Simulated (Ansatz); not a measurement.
`C[CH2][AlH][SiH3]` + `[OH][Ge][OH]` → `[OH][Ge][O][SiH3]` + `C[CH2][AlH2]`  (cleavage of the Si–Al bond)

Gas-phase electronic energies from Ansatz, PBE0-D4/def2-TZVP geometries. CBS: MP2 limit from def2 TZ/QZ plus the TZ coupled-cluster correction, frozen cores. Functionals use def2-TZVPP. B3LYP here is the variant with VWN-RPA as its local correlation; programs differ in this. For Ge outer-core shells are correlated without core-valence functions, which leaves a few kJ/mol of doubt a bond. Scalar relativity is left out up to krypton. Each species was taken in one conformer, which may not be the lowest.

```json
{"level": "r2SCAN-D4", "ΔE (kJ/mol)": "-92.3", "difference from CCSD(T)/CBS": "6.1"}
{"level": "PBE0-D4", "ΔE (kJ/mol)": "-80.4", "difference from CCSD(T)/CBS": "18.0"}
{"level": "B3LYP-D4", "ΔE (kJ/mol)": "-99.2", "difference from CCSD(T)/CBS": "-0.8"}
{"level": "ωB97X-V", "ΔE (kJ/mol)": "-97.1", "difference from CCSD(T)/CBS": "1.3"}
{"level": "ωB97M-V", "ΔE (kJ/mol)": "-102.1", "difference from CCSD(T)/CBS": "-3.7"}
{"level": "B2PLYP", "ΔE (kJ/mol)": "-104.2", "difference from CCSD(T)/CBS": "-5.8"}
{"level": "B3LYP", "ΔE (kJ/mol)": "-98.9", "difference from CCSD(T)/CBS": "-0.5"}
{"level": "HF/def2-TZVPP", "ΔE (kJ/mol)": "-125.3", "difference from CCSD(T)/CBS": "-26.9"}
{"level": "MP2/def2-TZVPP", "ΔE (kJ/mol)": "-108.2", "difference from CCSD(T)/CBS": "-9.8"}
{"level": "SCS-MP2/def2-TZVPP", "ΔE (kJ/mol)": "-112.6", "difference from CCSD(T)/CBS": "-14.2"}
{"level": "CCSD/def2-TZVPP", "ΔE (kJ/mol)": "-101.9", "difference from CCSD(T)/CBS": "-3.5"}
{"level": "CCSD(T)/def2-TZVPP", "ΔE (kJ/mol)": "-98.9", "difference from CCSD(T)/CBS": "-0.5"}
{"level": "HF/def2-QZVPP", "ΔE (kJ/mol)": "-127.6", "difference from CCSD(T)/CBS": "-29.2"}
{"level": "MP2/def2-QZVPP", "ΔE (kJ/mol)": "-108.8", "difference from CCSD(T)/CBS": "-10.4"}
{"level": "HF/CBS(def2)", "ΔE (kJ/mol)": "-128.0", "difference from CCSD(T)/CBS": "-29.6"}
{"level": "CCSD/CBS(def2)", "ΔE (kJ/mol)": "-101.4", "difference from CCSD(T)/CBS": "-3.0"}
{"level": "CCSD(T)/CBS", "ΔE (kJ/mol)": "-98.4", "difference from CCSD(T)/CBS": "0"}
```

Largest T1 diagnostic among the species: 0.015.

In def2-TZVPP, CCSD(T) changes the Hartree–Fock value by +26.5 kJ/mol (the triples alone add +3.0 kJ/mol) and MP2 by +17.1 kJ/mol. From PBE to PBE0 (25 % exact exchange), in def2-TZVPP and without D4, ΔE moves by −8.7 kJ/mol.
